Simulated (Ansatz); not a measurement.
Steps of a relaxation of `C=CCB(C)F` with RKS PBE0-D4/def2-TZVP.

```sh
$ ansatz run in.yaml --threads 4 --pin off --events-out ev --progress --plain --max-ram 10444MiB
```

```yaml
crystal:
  periodic: [false, false, false]
  atoms:
    - {symbol: C, position_ang: [-0.205830, -2.182376, -0.383846]}
    - {symbol: C, position_ang: [-0.329859, -1.319719, 0.643207]}
    - {symbol: C, position_ang: [0.584612, -0.154936, 0.927917]}
    - {symbol: B, position_ang: [-0.201703, 1.128189, 0.423937]}
    - {symbol: C, position_ang: [0.042750, 1.816320, -0.964859]}
    - {symbol: F, position_ang: [-1.157782, 1.616077, 1.240162]}
    - {symbol: H, position_ang: [-0.939341, -2.986435, -0.548949]}
    - {symbol: H, position_ang: [0.641641, -2.124592, -1.087596]}
    - {symbol: H, position_ang: [-1.200935, -1.421473, 1.316624]}
    - {symbol: H, position_ang: [1.548737, -0.274210, 0.393551]}
    - {symbol: H, position_ang: [0.780081, -0.075643, 2.019056]}
    - {symbol: H, position_ang: [1.027016, 2.336032, -0.940415]}
    - {symbol: H, position_ang: [0.128300, 1.055099, -1.768647]}
    - {symbol: H, position_ang: [-0.730888, 2.558468, -1.241342]}
basis:
  gaussian: {orbitals: def2-TZVP}
hamiltonian: {xc: pbe0, dispersion: d4}
relax: {f_tol: 0.005, max_steps: 150}
```

Positions (Å) and forces (eV/Å) along the path, 9 of 11 steps:

```xyz
14
step=1 energy=-7667.3524 eV
C    -0.206   -2.182   -0.384   -0.007    0.350    0.415
C    -0.330   -1.320    0.643   -0.180   -0.564   -0.418
C     0.585   -0.155    0.928    0.166   -0.009    0.079
B    -0.202    1.128    0.424   -0.177    0.114    0.137
C     0.043    1.816   -0.965    0.087    0.110   -0.223
F    -1.158    1.616    1.240    0.396   -0.204   -0.342
H    -0.939   -2.986   -0.549    0.387    0.445    0.106
H     0.642   -2.125   -1.088   -0.445   -0.017    0.380
H    -1.201   -1.421    1.317    0.465    0.049   -0.363
H     1.549   -0.274    0.394   -0.467    0.030    0.250
H     0.780   -0.076    2.019   -0.086   -0.077   -0.514
H     1.027    2.336   -0.940   -0.454   -0.225   -0.010
H     0.128    1.055   -1.769   -0.054    0.364    0.372
H    -0.731    2.558   -1.241    0.367   -0.366    0.132
14
step=2 energy=-7667.4068 eV
C    -0.202   -2.175   -0.371   -0.001    0.062    0.043
C    -0.332   -1.319    0.640   -0.074   -0.117   -0.063
C     0.577   -0.158    0.918    0.058    0.008    0.028
B    -0.198    1.125    0.418   -0.107    0.038    0.093
C     0.045    1.815   -0.962    0.046    0.031   -0.069
F    -1.149    1.609    1.229    0.160   -0.074   -0.136
H    -0.926   -2.969   -0.536    0.112    0.103    0.029
H     0.635   -2.113   -1.067   -0.117   -0.014    0.101
H    -1.192   -1.422    1.306    0.131    0.027   -0.094
H     1.529   -0.284    0.387   -0.133    0.008    0.067
H     0.776   -0.086    1.997   -0.023   -0.005   -0.149
H     1.016    2.336   -0.936   -0.134   -0.067   -0.002
H     0.132    1.066   -1.761   -0.012    0.102    0.107
H    -0.724    2.546   -1.233    0.096   -0.101    0.045
14
step=3 energy=-7667.4108 eV
C    -0.205   -2.175   -0.370    0.042   -0.058    0.042
C    -0.337   -1.318    0.635   -0.001   -0.002    0.011
C     0.572   -0.159    0.909   -0.021    0.009   -0.030
B    -0.199    1.124    0.414    0.008    0.029    0.042
C     0.048    1.819   -0.959   -0.005   -0.010   -0.009
F    -1.143    1.610    1.226    0.011   -0.013   -0.020
H    -0.912   -2.982   -0.518   -0.021    0.023   -0.025
H     0.633   -2.119   -1.057   -0.004    0.011   -0.017
H    -1.192   -1.419    1.300   -0.008    0.004    0.008
H     1.517   -0.287    0.377    0.004    0.000   -0.007
H     0.775   -0.087    1.983   -0.003   -0.003    0.008
H     1.014    2.339   -0.928    0.005    0.005    0.007
H     0.136    1.078   -1.759    0.002   -0.002   -0.008
H    -0.719    2.547   -1.225   -0.009    0.007   -0.002
14
step=6 energy=-7667.4114 eV
C    -0.202   -2.186   -0.360   -0.017    0.017   -0.018
C    -0.339   -1.321    0.637    0.005   -0.001    0.011
C     0.572   -0.161    0.904   -0.003    0.009   -0.008
B    -0.199    1.124    0.414    0.025    0.012   -0.001
C     0.048    1.823   -0.958   -0.009   -0.010    0.000
F    -1.141    1.609    1.226   -0.012   -0.002    0.008
H    -0.919   -2.981   -0.521   -0.001   -0.010    0.007
H     0.635   -2.128   -1.050    0.013   -0.011    0.005
H    -1.198   -1.412    1.298    0.003   -0.003    0.004
H     1.514   -0.292    0.366    0.002    0.003   -0.007
H     0.784   -0.086    1.976   -0.011   -0.011    0.005
H     1.006    2.357   -0.918    0.010    0.006    0.004
H     0.153    1.085   -1.758    0.004   -0.004   -0.011
H    -0.727    2.541   -1.228   -0.009    0.007    0.000
14
step=7 energy=-7667.4116 eV
C    -0.203   -2.188   -0.360    0.003    0.000    0.007
C    -0.340   -1.321    0.636    0.002   -0.002    0.000
C     0.572   -0.162    0.901    0.003    0.008   -0.001
B    -0.198    1.125    0.413    0.006   -0.004   -0.009
C     0.049    1.826   -0.957   -0.002   -0.003    0.001
F    -1.141    1.608    1.226   -0.004    0.002    0.006
H    -0.919   -2.986   -0.517   -0.001    0.000    0.004
H     0.637   -2.137   -1.045   -0.003   -0.001   -0.001
H    -1.200   -1.411    1.298    0.003    0.002   -0.005
H     1.513   -0.293    0.362   -0.003    0.001    0.000
H     0.784   -0.088    1.973   -0.007   -0.007   -0.003
H     1.004    2.365   -0.914    0.001    0.002    0.001
H     0.158    1.090   -1.759    0.002    0.002    0.000
H    -0.729    2.542   -1.228    0.000    0.000    0.002
14
step=8 energy=-7667.4117 eV
C    -0.204   -2.194   -0.357    0.007   -0.004    0.010
C    -0.341   -1.322    0.635    0.002   -0.001   -0.005
C     0.571   -0.162    0.897    0.002    0.003    0.001
B    -0.198    1.126    0.411    0.008   -0.004   -0.008
C     0.050    1.831   -0.957   -0.001   -0.002    0.000
F    -1.140    1.607    1.226   -0.005    0.003    0.005
H    -0.920   -2.992   -0.511   -0.002    0.001    0.003
H     0.638   -2.146   -1.041   -0.006    0.002   -0.003
H    -1.201   -1.409    1.297    0.000    0.002   -0.006
H     1.511   -0.294    0.356   -0.003    0.000    0.001
H     0.786   -0.090    1.969   -0.003   -0.002   -0.003
H     1.002    2.374   -0.909   -0.004    0.000    0.001
H     0.165    1.098   -1.760    0.001    0.005    0.003
H    -0.731    2.544   -1.228    0.002   -0.002    0.002
14
step=9 energy=-7667.4118 eV
C    -0.206   -2.207   -0.349    0.010   -0.001    0.010
C    -0.344   -1.324    0.633    0.002   -0.004   -0.010
C     0.570   -0.165    0.887    0.000    0.001    0.002
B    -0.197    1.126    0.407    0.008   -0.007   -0.011
C     0.051    1.842   -0.955    0.009    0.001   -0.003
F    -1.140    1.603    1.224   -0.006    0.004    0.005
H    -0.923   -3.006   -0.495   -0.002    0.004    0.001
H     0.638   -2.169   -1.031   -0.009    0.002    0.000
H    -1.206   -1.402    1.293   -0.001   -0.001   -0.005
H     1.508   -0.298    0.341   -0.002   -0.001    0.002
H     0.790   -0.092    1.958    0.002    0.003   -0.003
H     0.995    2.400   -0.893   -0.014   -0.008   -0.001
H     0.186    1.117   -1.764   -0.002    0.012    0.012
H    -0.737    2.546   -1.227    0.006   -0.005    0.000
14
step=10 energy=-7667.4118 eV
C    -0.206   -2.212   -0.346    0.006    0.002    0.004
C    -0.345   -1.325    0.633    0.001   -0.003   -0.006
C     0.571   -0.165    0.884   -0.001   -0.001    0.001
B    -0.198    1.126    0.406    0.007   -0.001   -0.006
C     0.052    1.846   -0.955    0.007    0.000   -0.003
F    -1.141    1.601    1.223   -0.004    0.001    0.002
H    -0.924   -3.010   -0.490   -0.001    0.002    0.001
H     0.638   -2.176   -1.029   -0.005    0.001    0.001
H    -1.207   -1.400    1.292   -0.001   -0.001   -0.002
H     1.507   -0.299    0.337   -0.001   -0.001    0.001
H     0.792   -0.092    1.954    0.002    0.003   -0.001
H     0.993    2.408   -0.888   -0.011   -0.007    0.000
H     0.193    1.124   -1.764   -0.002    0.008    0.009
H    -0.738    2.547   -1.227    0.004   -0.004    0.000
14
step=11 energy=-7667.4119 eV
C    -0.207   -2.214   -0.344    0.001    0.003   -0.001
C    -0.345   -1.325    0.632   -0.001    0.000    0.002
C     0.571   -0.166    0.881    0.000    0.001    0.000
B    -0.197    1.125    0.404   -0.002   -0.002   -0.004
C     0.053    1.848   -0.954    0.004    0.001   -0.001
F    -1.143    1.598    1.222    0.000    0.000    0.001
H    -0.926   -3.012   -0.486   -0.001    0.001    0.000
H     0.636   -2.181   -1.028    0.000   -0.001    0.001
H    -1.208   -1.398    1.291    0.001   -0.001    0.000
H     1.507   -0.301    0.334    0.000    0.000    0.000
H     0.794   -0.092    1.952    0.000   -0.001    0.000
H     0.990    2.415   -0.883   -0.003   -0.002    0.000
H     0.200    1.128   -1.764    0.000    0.002    0.002
H    -0.740    2.546   -1.228    0.000    0.000    0.000
```

It took 31 s on 4 threads of an Intel Xeon Platinum 8488C on a shared host, with 0.68 GiB of host memory at the peak.
